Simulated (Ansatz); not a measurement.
Reaction (redistribution): `C[O][Y]([CH3])[F]` + `CO[Si](N)(F)[SiH3]` → `C[O][Y]([CH3])[O]C` + `N[Si](F)(F)[SiH3]`

Gas-phase electronic energies from Ansatz, PBE0-D4/def2-TZVP geometries. CBS: MP2 limit from def2 TZ/QZ plus the TZ coupled-cluster correction, frozen cores. DFT in def2-TZVPP. Elements past krypton have def2 core potentials. For Y outer-core shells are correlated without core-valence functions, which leaves a few kJ/mol of doubt a bond. One conformer a species, not always the lowest.

```csv
level,ΔE (eV)
B2PLYP,0.12
HF/CBS(def2),0.11
```

Question: What does CCSD(T)/CBS give? (Estimate.)

Answer: Computed: +0.14 eV. The listed levels differ from it by -0.02, -0.03 eV.

Largest T1 diagnostic among the species: 0.014.

The D4 term adds +0.06 eV with B3LYP and +0.03 eV with PBE0; it sums over pairs of atoms, weighted by their polarisabilities, and B3LYP, whose exchange is more repulsive, gets the larger term.

B3LYP here is the variant with VWN-RPA as its local correlation; programs differ in this.
